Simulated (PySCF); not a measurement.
A GIAO shielding run with PySCF 2.14 (density fitting, non-relativistic, gas phase) on `O=CO[C@@H]1O[C@@H]1OC(F)F`, C$_{4}$H$_{4}$F$_{2}$O$_{4}$:

```
$ OMP_NUM_THREADS=1 python probes_run.py task.json out

{"job": {"kind": "nmr", "xc": "PBE0", "basis": "pcSseg-1"}, "charge": 0, "multiplicity": 1}
O      3.099087    -0.596092    -0.204692
C      2.150224    -1.124160     0.280318
O      0.956339    -0.559673     0.500171
C      0.802233     0.781325     0.147568
O      0.030400     1.545665     1.021423
C     -0.539422     1.264319    -0.211253
O     -1.649705     0.445512    -0.297445
C     -1.880872    -0.464887     0.691834
F     -1.554714    -1.710322     0.283125
F     -3.199208    -0.495007     0.934572
H      2.094727    -2.167584     0.620275
H      1.706343     1.240045    -0.243402
H     -0.667037     2.093690    -0.899204
H     -1.349072    -0.253305     1.634568
```

Hardware: 1 thread of an Arm Neoverse N1, shared host. The job also computes population analyses, field gradients, ring-centre shieldings.

Q: How large is the calculation?

A: 78 electrons, 190 basis functions and 986 auxiliary functions.

Q: How long does it take, and how much memory does it need?

A: 66 s of wall time, with 15 SCF cycles and 5 response iterations; peak memory 0.83 GiB. Times on a shared host scatter by some tens of per cent.
